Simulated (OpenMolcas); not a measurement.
## Si: Slater's ratio, thermal populations, the spin-orbit constant, worked from levels

```yaml
Program: OpenMolcas
Basis: ANO-RCC-VDZP [4s3p1d]
Scalar_Hamiltonian: DKH2, point nucleus
Active_space: 4 electrons in 4 orbitals (3s 3p)
State_averaging: 2S+1 = 3 even, 3 roots; 2S+1 = 1 even, 6 roots; 2S+1 = 5 odd, 1 root; 2S+1 = 3 odd, 8 roots
Spin-orbit_coupling: state interaction with AMFI integrals over the reference wave functions, term energies averaged over their components
```

Methods: CASSCF; SS-CASPT2, IPEA 0.25 Eh, imaginary shift 0.1 Eh (closed shells correlated: 2s 2p). Measured levels: NIST Handbook of Basic Atomic Spectroscopic Data.

**Slater's ratio.** With one set of orbitals, p2 has 1D - 3P = 6 F2 and 1S - 1D = 9 F2 (F2 = F²/25), a ratio of 3/2. Term energies are centres of gravity, weighted by 2J + 1.

| Source | 1D - 3P | 1S - 3P | F2 from the first | Ratio |
| --- | --- | --- | --- | --- |
| CASSCF | 8834 | 15750 | 1472 | 0.783 |
| SS-CASPT2 | 7069 | 15318 | 1178 | 1.167 |
| measured | 6149 | 15245 | 1025 | 1.479 |

Energies in cm-1. A ratio away from 3/2 shows effects beyond one configuration with one set of orbitals, and in heavier atoms second-order spin-orbit shifts. In CASSCF the valence s occupation is 1.89 in 1S against 1.97 in 1D: mixing out of s² acts most on 1S and pulls it down.

**Thermal populations.** Z = Σ (2J + 1) exp(-E/kT) with k = 0.695035 cm-1/K, over the levels below. No other level of either list lies under 39600 cm-1, which is above 7 kT at each temperature.

```csv
Level,2J + 1,SS-CASPT2,measured
3s2 3p2 3P0,1,0.0,0.0
3s2 3p2 3P1,3,66.0,77.1
3s2 3p2 3P2,5,192,223
3s2 3p2 1D2,5,7200,6299
3s2 3p2 1S0,1,15450,15394
3s 3p3 5S* 2,5,27980,33326
```

```json
{"T (K)": "3000", "Z, SS-CASPT2": "8.626", "Z, measured levels": "8.628", "Ground level (%), SS-CASPT2": "11.6", "Ground level (%), measured levels": "11.6"}
{"T (K)": "5000", "Z, SS-CASPT2": "9.318", "Z, measured levels": "9.452", "Ground level (%), SS-CASPT2": "10.7", "Ground level (%), measured levels": "10.6"}
{"T (K)": "8000", "Z, SS-CASPT2": "10.259", "Z, measured levels": "10.448", "Ground level (%), SS-CASPT2": "9.7", "Ground level (%), measured levels": "9.6"}
```

At 8000 K, kT = 5560 cm-1, and the computed levels give Z = 1.000 + 2.965 + 4.830 + 1.370 + 0.062 + 0.033 = 10.259.

**The spin-orbit constant.** For the Hund term 3P of p2, E(J) = (A/2) J(J+1) + constant and ζ = 2S·A = 2A. From J = 0 to J = 2 the energy changes by 3 A.

| Source | E(2) - E(0) | A | ζ |
| --- | --- | --- | --- |
| CASSCF | 192.7 | 64.2 | 128 |
| SS-CASPT2 | 192.5 | 64.2 | 128 |
| measured | 223.2 | 74.4 | 149 |

All in cm-1. SS-CASPT2 is off by -13.8 % and CASSCF by -13.7 %. Both methods take the spin-orbit matrix elements from the reference wave functions, so the second can move ζ only through the term energies and any multistate remixing. Second-order mixing with other terms is absorbed into this ζ.

CASPT2 does not keep the components of a term degenerate, so their means are used; among the terms shown or strongly mixed into the levels shown the widest spread is 11 cm-1 (3s2 3p2 1D, SS-CASPT2). Over all roots computed the reference weight is 0.92 to 0.98 in SS-CASPT2; the roots of lowest weight are the least certain, and an intruder state may touch them. Terms of s pⁿ other than that of highest spin mix with s² pⁿ⁻² d, which this space lacks; all of them can be thousands of cm-1 off, and some have no real level of that name. Without dynamic correlation excited terms often stand tens of per cent too high (terms of higher spin than the ground term too low), and those without a measured partner can miss by more than the paired ones (holds for CASSCF). Measured partners are found by configuration, term and J. A level has none where our copy of the source lacks it or the pairing is in doubt (some pairs that miss far off the trend of their configuration count as doubtful), and it then counts in no deviation. Levels of configurations outside the active space are missing.

* marks odd parity.
